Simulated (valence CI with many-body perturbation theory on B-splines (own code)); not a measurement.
# E1 transitions of Kr²⁺

Computed by valence CI with perturbative core correlation (CI+MBPT): six valence electrons over a frozen Dirac-Fock core [Ar] 3d10, a basis of 9 s, 9 p, 8 d, 6 f, 3 g, 1 h functions for each j, with the one-electron correlation potential Σ1 (screened to all orders), the two-electron term Σ2, the three-electron term Σ3, Breit, model QED; selected single and double excitations, second order for the rest, scaled by the run's own slope (own B-spline code, finite nucleus).

Against 30 measured levels this calculation errs by 303 cm⁻¹ on average and by 527 at most. Among the levels kept, up to 1700 cm⁻¹ of a level comes from second order outside the variational space, and about a tenth of that is noise between levels of different J, which matters for small intervals.

Lines 51 to 62 of 62 in falling wavelength, among levels below 169383 cm⁻¹, chosen from the strongest by gf and those to the six lowest levels. Wavelengths and rates use the calculated energies, so an error of 300 cm⁻¹ moves a line at 66.10 nm by 0.2 % and its rate by three times that or more. Electric multipoles are in the length gauge, E1 and E2 with the static RPA response of the core. Weak lines are less certain than strong ones. Lines between different terms over intervals too small for the method are left out, as are lines whose strength nearly cancels. The highest levels of a list are the least certain.

Names give the largest LS component (configuration and term), which can be under half, so a name can repeat, a term be missing and a line seem to break the LS rules; names also repeat where a configuration has a term twice.

| λ vac (nm) | λ from measured levels | Upper | Lower | A (s⁻¹) | S (a.u.) |
| --- | --- | --- | --- | --- | --- |
| 66.10 | 65.97 | 4s²4p³5s ³S°_1 | 4s²4p⁴ ³P_2 | 3.26e+09 | 1.39e+00 |
| 65.28 | 65.12 | 4s²4p³4d ³F°_2 | 4s²4p⁴ ³P_2 | 1.48e+07 | 1.02e-02 |
| 64.80 | 64.64 | 4s²4p³4d ³F°_3 | 4s²4p⁴ ³P_2 | 4.51e+07 | 4.24e-02 |
| 63.39 | 63.31 | 4s²4p³5s ³D°_1 | 4s²4p⁴ ³P_0 | 1.50e+08 | 5.67e-02 |
| 63.07 | 63.00 | 4s²4p³5s ³D°_1 | 4s²4p⁴ ³P_1 | 7.70e+08 | 2.86e-01 |
| 62.93 | 62.86 | 4s²4p³5s ³D°_2 | 4s²4p⁴ ³P_1 | 2.94e+08 | 1.81e-01 |
| 62.57 | 62.50 | 4s²4p³4d ³G°_3 | 4s²4p⁴ ³P_2 | 3.07e+07 | 2.60e-02 |
| 62.22 | 62.14 | 4s²4p³5s ¹D°_2 | 4s²4p⁴ ³P_1 | 9.00e+07 | 5.35e-02 |
| 61.32 | 61.25 | 4s²4p³5s ³D°_1 | 4s²4p⁴ ³P_2 | 9.98e+07 | 3.41e-02 |
| 61.19 | 61.11 | 4s²4p³5s ³D°_2 | 4s²4p⁴ ³P_2 | 1.24e+09 | 7.02e-01 |
| 60.67 | 60.59 | 4s²4p³5s ³D°_3 | 4s²4p⁴ ³P_2 | 1.33e+09 | 1.03e+00 |
| 60.51 | 60.44 | 4s²4p³5s ¹D°_2 | 4s²4p⁴ ³P_2 | 1.88e+07 | 1.03e-02 |
